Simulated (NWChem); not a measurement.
Species: MgO; SMILES [O]=[Mg]

```xyz
2

Mg     0.0000     0.0000    -0.7071
O      0.0000     0.0000     1.0356
```
Atoms are numbered in this order, from 1.

Program: NWChem. The geometry was optimised at B3LYP/6-31G* (spherical d). GIAO values for the isolated, static molecule; σ is the absolute isotropic shielding.

Problem. Taking B3LYP/pcSseg-3 as the yardstick, which of these has the fewest basis functions while keeping “σ Mg1 (ppm)” within 5 ppm of it: B3LYP/pcSseg-0; B3LYP/pcSseg-1; B3LYP/pcSseg-2?

Solution. none of them.
```
level           basis functions  σ Mg1 (ppm)
--------------  ---------------  -----------
B3LYP/pcSseg-0               19      -1938.1
B3LYP/pcSseg-1               33       1461.8
B3LYP/pcSseg-2               64       1037.6
B3LYP/pcSseg-3              119       1004.8
```

The yardstick is one finite set, not the basis-set limit.
